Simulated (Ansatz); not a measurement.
Start from `C[O][Mo]([OH])([F])(=[S])[Cl]` and change one atom or group to get `[OH][Mo]([F])(=[S])([Cl])[Cl]`.

Ansatz, PBE0-D4/def2-TZVP geometries, multiplicity 1. Each molecule was computed in one conformer, which needn't be the lowest.

Elements past krypton have def2 core potentials.

| property | `C[O][Mo]([OH])([F])(=[S])[Cl]` |
| --- | --- |
| size of the dipole moment (ωB97M-V/def2-TZVPP) / D | 2.86 |
| LUMO energy (PBE/def2-TZVPP) / eV | -4.33 |
| HOMO energy (PBE/def2-TZVPP) / eV | -6.99 |
| zero-point energy (PBE0-D4/def2-TZVP) / kJ/mol | 162.4 |
| HOMO energy (PBE0/def2-TZVPP) / eV | -8.29 |
| LUMO energy (ωB97M-V/def2-TZVPP) / eV | -1.55 |

(1) What does the change do to each property? (Best estimate.)

Results:

(1) Ansatz gave: 
| property | `[OH][Mo]([F])(=[S])([Cl])[Cl]` | shift |
| --- | --- | --- |
| size of the dipole moment (ωB97M-V/def2-TZVPP) / D | 1.94 | -0.92 |
| LUMO energy (PBE/def2-TZVPP) / eV | -4.95 | -0.62 |
| HOMO energy (PBE/def2-TZVPP) / eV | -7.33 | -0.34 |
| zero-point energy (PBE0-D4/def2-TZVP) / kJ/mol | 52.8 | -109.6 |
| HOMO energy (PBE0/def2-TZVPP) / eV | -8.65 | -0.36 |
| LUMO energy (ωB97M-V/def2-TZVPP) / eV | -2.20 | -0.65 |

With PBE0 the HOMO falls by 0.36 eV and the LUMO falls by 0.64 eV, so the gap narrows by about 0.28 eV. PBE moves the HOMO by -0.34 eV and ωB97M-V by -0.32 eV. The zero-point energy changes by -109.6 kJ/mol with -12 modes. Dipoles are sizes alone; their direction can turn.
